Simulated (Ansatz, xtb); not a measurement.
**ClFH6Si3: 5 structures ranked**

5 gas-phase structures of ClFH6Si3, from a drawn sample of its isomers (lower ones may exist). Each was relaxed with GFN2-xTB; where two conformers were screened, the lower at r2SCAN-D4/def2-SVP//GFN2-xTB is listed:

A. `F[SiH2][SiH2][SiH2]Cl`, a singlet
B. `F[Si]([SiH3])([SiH3])Cl`, a singlet
C. `F[SiH2][Si@@H]([SiH3])Cl`, a singlet
D. `F[Si@@H]([SiH3])[SiH2]Cl`, a singlet
E. `F[Si@@H](Cl)[SiH2][SiH3]`, a singlet

Q: Estimate their order in r2SCAN-D4/def2-SVP//GFN2-xTB energy at these geometries, lowest first.

A: Calculated order at r2SCAN-D4/def2-SVP//GFN2-xTB: E (0.000), B (0.095), A (0.260), C (0.297), D (0.363) eV. Less than 1 kcal/mol parts A and C, so the order within that pair means little.

Energies above the lowest of each column, in eV; the last columns are at r2SCAN-D4/def2-SVP geometries:

| structure | GFN2-xTB | HF/STO-3G | r2SCAN-D4/def2-SVP//GFN2-xTB | r2SCAN-D4/def2-SVP | CCSD(T)/def2-SVP + ΔMP2/def2-TZVPP |
| --- | --- | --- | --- | --- | --- |
| E | 0.154 | 0.023 | 0.000 | 0.000 | 0.000 |
| B | 0.187 | 0.000 | 0.095 | 0.126 | 0.120 |
| A | 0.051 | 0.105 | 0.260 | 0.224 | 0.178 |
| C | 0.000 | 0.150 | 0.297 | 0.275 | 0.217 |
| D | 0.020 | 0.192 | 0.363 | 0.318 | 0.284 |

CCSD(T)/def2-SVP + ΔMP2/def2-TZVPP puts E lowest; GFN2-xTB picks C, HF/STO-3G picks B. Flexible structures stand in one conformer each, not always the lowest. ΔMP2 is the change of the MP2 energy from the smaller to the larger basis.

Over these structures GFN2-xTB departs from r2SCAN-D4/def2-SVP//GFN2-xTB by 0.195 eV on average once a common shift is removed. A GFN2-xTB relaxation took about 0.31 s and the r2SCAN-D4/def2-SVP//GFN2-xTB energy about 3.9 s on a shared host (Ansatz 0.2.0, xtb 6.7.1).
